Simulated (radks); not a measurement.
Question: Ionisation of the titanium ion Ti14+, [He] 2s2 2p4, to [He] 2s2 2p3 as the strength of local exchange is varied. All-electron calculation, scalar-relativistic Kohn-Sham, Slater X-alpha exchange (alpha = 2/3 is LDA exchange), no correlation, spin-unpolarised, spherical densities, finite nucleus; Fermi nuclear charge, rms radius 3.5921 fm. Program: a radial shooting solver on a logarithmic mesh with Libxc functionals.

alpha  E(Ti14+) (hartree)  exchange (hartree)  IE (eV)  -e of the level emptied (eV)  <r> of it (bohr)
0.659          -731.20229           -25.07255   949.20                   907.72 (2p)            0.2713
0.667          -731.50687           -25.38388   950.05                   908.57 (2p)            0.2712
0.976          -743.33545           -37.53708   983.25                   941.95 (2p)            0.2671
1.001          -744.29791           -38.53125   985.96                   944.68 (2p)            0.2667
?              -730.44119           -24.29495   947.07                   905.58 (2p)            0.2715

Which alpha was used in the last row?

Answer: alpha = 0.639. NIST Atomic Spectra Database: 945 eV (semi-empirical). The central value is not met in this range of alpha. Spin polarisation and multiplet splitting are left out, so open shells lie too high by an amount that depends on their filling.

Beside tabulated values, note that spin-unpolarised runs miss the spin-polarisation part of the exchange energy of open shells.
